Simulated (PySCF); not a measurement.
EPR parameters of C7H11O

C7H11O (doublet state).
Structure used (GFN2-xTB), in Å, numbered top down from 1:
```
atom  x, y, z in Å
C1    -2.3548   -0.3298   -0.9641
O2    -1.2824    0.5775   -0.9074
C3    -0.6950    0.6606    0.3610
C4     0.4925    1.6484    0.4073
C5     1.3751    0.5038    0.8465
C6     2.2151   -0.2391   -0.1596
C7     1.0072   -1.1821   -0.3723
C8     0.2382   -0.5094    0.7791
H9    -2.0355   -1.3490   -0.7173
H10   -3.1560   -0.0355   -0.2741
H11   -2.7286   -0.3039   -1.9858
H12   -1.4601    0.8647    1.1244
H13    0.3661    2.4459    1.1370
H14    0.7415    2.0823   -0.5611
H15    3.0704   -0.7520    0.2790
H16    2.5510    0.3377   -1.0215
H17    0.5240   -1.0269   -1.3347
H18    1.2163   -2.2393   -0.2228
H19   -0.0949   -1.1447    1.5941
```

The hyperfine couplings belong to this conformer and change with its torsions.

The species is `CO[C@@H]1C[C]2CC[C@@H]21` [radical].

Level of theory: UKS B3LYP, pcH-1 on C H O, non-relativistic, mean-field spin-orbit, GIAO (PySCF). One conformer (not necessarily the lowest) at the GFN2-xTB geometry, without solvent, vibrations or thermal averaging. Couplings are sensitive to structure, and on GFN2-xTB geometries they can be far from those on DFT ones. Stability of the SCF solution: not tested.

```json
{
 "g1, g2, g3": "2.00211, 2.00282, 2.00315",
 "g_iso": "2.00269",
 "Form of g": "rhombic: the two nearest values differ by 32 % of g3 − g1",
 "⟨S²⟩": "0.7530 (exact 0.7500)",
 "α and β electrons": "31, 30",
 "Total energy": "-348.47046 Eh",
 "Basis functions": "310"
}
```

Isotropic coupling and dipolar principal values T1 to T3, in 10⁻⁴ cm⁻¹ (1 × 10⁻⁴ cm⁻¹ = 2.998 MHz):

```tsv
atom	isotope	a_iso	T1	T2	T3	Mulliken spin population
C1	13C	0.6	-0.1	-0.1	0.2	0.00
O2	17O	-3.4	-0.8	0.4	0.4	0.00
C3	13C	17.5	-1.1	-0.8	1.8	0.03
C4	13C	-3.1	-1.6	-0.6	2.2	-0.04
C5	13C	84.8	-24.5	-24.1	48.6	0.91
C6	13C	-3.9	-1.9	-0.9	2.8	-0.03
C7	13C	17.4	-1.5	-1.2	2.7	0.04
C8	13C	-4.0	-2.6	-1.6	4.2	-0.02
H9	1H	-0.1	-0.4	-0.3	0.7	0.00
H10	1H	-0.1	-0.3	-0.2	0.5	0.00
H11	1H	0.1	-0.2	-0.2	0.4	0.00
H12	1H	3.8	-1.0	-0.6	1.6	0.01
H13	1H	20.9	-1.9	-1.7	3.6	0.02
H14	1H	7.8	-1.7	-0.9	2.6	0.01
H15	1H	22.0	-2.0	-1.7	3.7	0.02
H16	1H	5.0	-1.7	-0.9	2.6	0.01
H17	1H	3.1	-1.2	-0.6	1.8	0.01
H18	1H	4.6	-1.1	-0.5	1.7	0.01
H19	1H	11.4	-1.7	-1.6	3.4	0.02
```

The largest Mulliken spin population is on C5 (+0.91). The angles at C5 add up to 306.9°, so it is pyramidal.

Under fast tumbling the dipolar parts average out, and these isotropic splittings remain (the largest six): 1 × 1H (H15, I = 1/2, 2 lines) with 2.35 mT, 1 × 1H (H13, I = 1/2, 2 lines) with 2.23 mT, 1 × 1H (H19, I = 1/2, 2 lines) with 1.22 mT, 1 × 1H (H14, I = 1/2, 2 lines) with 0.83 mT, 1 × 1H (H16, I = 1/2, 2 lines) with 0.54 mT and 1 × 1H (H18, I = 1/2, 2 lines) with 0.49 mT.

The 13C coupling of C5 (254.1 MHz) shows only in satellite lines or after enrichment, since that isotope makes up about 1.07 % of natural carbon.

The 17O coupling of O2 (-10.1 MHz) shows only in satellite lines or after enrichment, since that isotope makes up about 0.038 % of natural oxygen.

Examples of negative spin density at the nucleus (bohr⁻³): C8 (-0.0107), C6 (-0.0105) and C4 (-0.0084).
